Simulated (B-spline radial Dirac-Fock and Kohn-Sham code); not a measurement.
Calculated with a radial atomic solver, using the Dirac equation of a negative muon with reduced mass in the field of a spherical finite nucleus, with the Uehling potential to all orders; nuclear polarisation, deformation, hyperfine structure, self-energy, higher-order vacuum polarisation, relativistic recoil and electron screening are left out. The nuclear charge is a Fermi distribution (skin thickness 2.3 fm).

Problem. A muonic atom of atomic mass 125.92 u emits these computed lines: 2p3/2 → 1s1/2 3345 keV, 3d5/2 → 2p3/2 943.5 keV, 4f7/2 → 3d5/2 331.5 keV, 5g9/2 → 4f7/2 152.9 keV. Which element is it, and what rms charge radius was used?

Solution. Indium (Z = 49, nuclide ¹²⁶In); the high transitions hardly feel the nucleus and fix Z. The 2p → 1s line lies 1933 keV below the value for a point nucleus without QED, which for this nuclear model gives a radius near 4.67 fm (4.6702 fm was used).
